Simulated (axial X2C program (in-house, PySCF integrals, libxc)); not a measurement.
## Photoelectron levels of MgAu⁻ by EOM-IP-CCSD

Calculated with an axial X2C code built on PySCF integrals: two-component X2C with atomic mean-field Coulomb and Gaunt terms, Gaussian nuclei, basis Au dyall-acv3z, Mg dyall-acv3z with contracted cores.

R = 2.764 Å (1.045 times 2.645 Å, the PBE0 minimum at charge -1 for the lowest determinant).

Vertical detachment energies of MgAu⁻ to the states of MgAu:

```json
{"Ω of MgAu": "1/2", "vertical detachment energy (eV)": "1.671", "above lowest (cm⁻¹)": "0", "ionised spinor": "33% Mg sσ, 32% Mg pσ, 18% Au pσ", "one-hole weight": "0.94"}
{"Ω of MgAu": "1/2", "vertical detachment energy (eV)": "4.080", "above lowest (cm⁻¹)": "19425", "ionised spinor": "49% Au sσ, 28% Mg sσ, 10% Au dσ", "one-hole weight": "0.87"}
{"Ω of MgAu": "5/2", "vertical detachment energy (eV)": "5.035", "above lowest (cm⁻¹)": "27125", "ionised spinor": "100% Au dδ", "one-hole weight": "0.89"}
{"Ω of MgAu": "3/2", "vertical detachment energy (eV)": "5.085", "above lowest (cm⁻¹)": "27530", "ionised spinor": "76% Au dπ, 22% Au dδ", "one-hole weight": "0.84"}
```

This point took 13 s on 1 thread of Intel(R) Xeon(R) Platinum 8488C (Sapphire Rapids), on a shared host.

Reference electrons by ω block (each with its −ω partner): 1/2: 27, 3/2: 13, 5/2: 5, 7/2: 1. 14 electrons of MgAu⁻ correlated (inner shells frozen), 92 natural virtual spinors (a truncated set); levels can be off by some tenths of an eV. Roots sought by Ω: (1/2: 4, 3/2: 3, 5/2: 1); rows need 60 % one-particle weight and stop where some Ω has no more roots. Missing are any skipped roots, higher Ω and states of a further excitation; these come out far too high here and may in truth be low or lowest. T1 of the reference 0.025 (Lee–Taylor). Number of frozen shells: Au 5 s, 4 p, 2 d, 1 f; Mg 2 s, 1 p. Large amplitudes in the reference (orbital relaxation or multireference character) lower the reliability.
